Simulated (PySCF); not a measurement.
## Spinor energies of Te(2+) (tellurium, charge +2)

Start: [Kr] 4d10 5s1 5p2 6s1; 5s1/2 filled at m_j = +1/2; 5p3/2 filled at m_j = +1/2, +3/2; 6s1/2 filled at m_j = +1/2. Calculated with PySCF 2.14 in x2c-TZVPall-2c with one added diffuse shell each of s, p, d, f type (9s10p6d3f, 90 functions): generalised Hartree-Fock with the X2C-1e Hamiltonian and a Gaussian nucleus; one run each with spin-orbit coupling (SO) switched off, then screened by Boettger's factors. This is a chosen level, not necessarily the ground level.

```csv
spinor shell,electrons,"ε, spin-free (eV)","ε, screened SO (eV)",weight of nominal j (screened SO),"rms radius, screened SO (bohr)"
1s1/2,2,-31998.6,-31995.3,1.000,0.0318
2s1/2,2,-5026.0,-5025.1,1.000,0.130
2p1/2,2,-4507.3,-4698.1,1.000,0.112
3s1/2,2,-1062.2,-1062.0,1.000,0.343
3p1/2,2,-889.59,-926.24,1.000,0.336
3p3/2,4,-889.59,-872.99,1.000,0.347
3d3/2,4,-629.11,-635.57,1.000,0.320
3d5/2,6,-629.11,-624.67,1.000,0.323
4s1/2,2,-218.44,-218.45,1.000,0.815
4p1/2,2,-162.51,-169.55,0.999,0.858
4p3/2,4,-162.51,-159.38,0.999,0.885
4d3/2,4,-78.189,-79.225,0.966,1.03
4d5/2,6,-78.189,-77.556,0.978,1.04
5s1/2,1,-44.971,-44.925,1.000,2.06
5p3/2,2,-31.718,-31.579,0.766,2.41
6s1/2,1,-14.286,-14.291,0.990,4.72
```

(1) Where does 2p3/2 lie, and what is the 2p spin-orbit splitting (screened SO)?

| quantity | spin-free | screened SO |
| --- | --- | --- |
| E (hartree) | -6788.27861 | -6790.15177 |
| M_J | 3 | 3 |
| ⟨J²⟩ | 12.052 | 12.053 |
| ⟨L²⟩ | 2.050 | 2.161 |
| ⟨S²⟩ | 6.002 | 5.942 |

Each row is a mean over spinors that exchange with the open shell spreads, by up to 1.234 eV (4s1/2).

Rows whose weight is well below 1 are mixtures of j = l ± 1/2: exchange outweighs spin-orbit coupling there, and the label is only the starting occupation.

⟨J²⟩ departs a little from M_J(M_J + 1) because the unrestricted spinors polarise the closed shells.

Breit and QED terms are absent; they matter most for the inner s and p1/2 levels.

Densities and radii are taken from the X2C orbitals without a picture-change correction, which distorts them close to the nucleus.

Without spin-orbit coupling the j labels of p, d and f shells carry no meaning; the spin-free column gives the mean over the occupied spinors of each nl shell.

## Answers

(1) At -4421.1 eV, 277.02 eV above 2p1/2.
